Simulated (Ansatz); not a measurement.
`[Cl][GeH2][SeH]` + `[SnH4]` → `[GeH3][SeH]` + `[Cl][SnH3]`  (redistribution)

Gas-phase electronic energies from Ansatz, PBE0-D4/def2-TZVP geometries. CCSD(T)/CBS adds triple-zeta CCSD(T) − MP2 to the extrapolated MP2 energy (def2 sets, frozen cores). Functionals use def2-TZVPP. def2 core potentials past Kr. For Ge, Se, Sn outer-core shells are correlated without core-valence functions, which leaves a few kJ/mol of doubt a bond. Scalar relativity is left out up to krypton. One conformer a species, not always the lowest.

`[Cl][GeH2][SeH]`:

Cartesian coordinates in Å:
```
Cl -2.243 -0.916 -0.116
Ge -0.138 -0.485 -0.119
Se 0.003 1.788 0.455
H 0.520 -1.388 0.933
H 0.386 -0.758 -1.535
H 1.472 1.759 0.381
```

`[SnH4]`:

Cartesian coordinates in Å:
```
Sn 0.000 0.000 0.000
H -1.225 0.854 0.821
H 1.392 -0.079 0.980
H 0.375 0.804 -1.455
H -0.542 -1.578 -0.346
```

`[GeH3][SeH]`:

Z-matrix (Å, degrees):
```
Ge
Se 1 2.357
H 1 1.536 2 110.4
H 1 1.536 2 110.4 3 121.8
H 1 1.533 2 104.9 3 -119.1
H 2 1.469 1 93.0 3 -60.2
```

`[Cl][SnH3]`:

```xyz
5

Cl   -1.566   -1.225    0.817
Sn    0.135    0.105   -0.070
H     1.014   -0.897   -1.125
H     1.059    0.632    1.256
H    -0.642    1.385   -0.877
```

| level | ΔE (kcal/mol) |
| --- | --- |
| r2SCAN0-D4 | -4.7 |
| MP2/def2-SVP | -5.0 |

(1) What does CCSD(T)/CBS give? (An estimate is asked.)

Largest T1 diagnostic among the species: 0.013.

## Answers

(1) Computed: -5.9 kcal/mol. The listed levels differ from it by 1.2, 0.9 kcal/mol.

At CCSD(T), def2-SVP lies +1.2 kcal/mol from the extrapolated value and def2-TZVPP +2.1 kcal/mol. Leaving LDA and LC-ωPBE aside and taking each functional with its dispersion term where it has one, the values, not all of them listed here, spread over 1.0 kcal/mol, from BHLYP-D4 to revPBE-D4. LDA lies +1.2 kcal/mol from PBE without D4.
